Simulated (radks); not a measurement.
Question: The mean radii <r> (bohr) of the occupied orbitals of an atom or ion are listed with their occupations. Method: scalar-relativistic Kohn-Sham, exchange-only r2SCAN, spin-polarised, spherical densities, finite nucleus; meta-GGA in the generalised Kohn-Sham scheme; Fermi nuclear charge, rms radius of each element as measured or else 0.836 A^(1/3) + 0.57 fm; computed with a radial shooting solver on a logarithmic mesh with Libxc functionals.

orbital  occ.      <r>
1s up       1  0.02410
1s down     1  0.02410
2s down     1   0.1030
2s up       1   0.1030
2p down     3  0.09056
2p up       3  0.09056
3s up       1   0.2719
3s down     1   0.2717
3p up       3   0.2701
3p down     3   0.2700
3d up       5   0.2476
3d down     5   0.2474
4s up       1   0.6232
4s down     1   0.6228
4p up       3   0.6598
4p down     3   0.6593
4d up       5   0.7280
4d down     5   0.7276
5s up       1    1.512
5s down     1    1.533
5p up       3    1.756
5p down     3    1.787
6s up       1    4.675
6s down     1    4.912
4f up       3    1.177

Name the element and its charge. Open shells, if any, are filled with parallel spins first.

Answer: Z = 59, praseodymium, charge 0: Pr in [Xe] 4f3 6s2. The 1s radius gives Z: for a bare nucleus <r> = (2 gamma + 1)/(2Z) with gamma = sqrt(1 - (Z/c)^2), 0.02377 bohr for Z = 59, and screening makes it slightly larger (0.02410 here). The occupations add up to 59, and the charge is Z minus that.
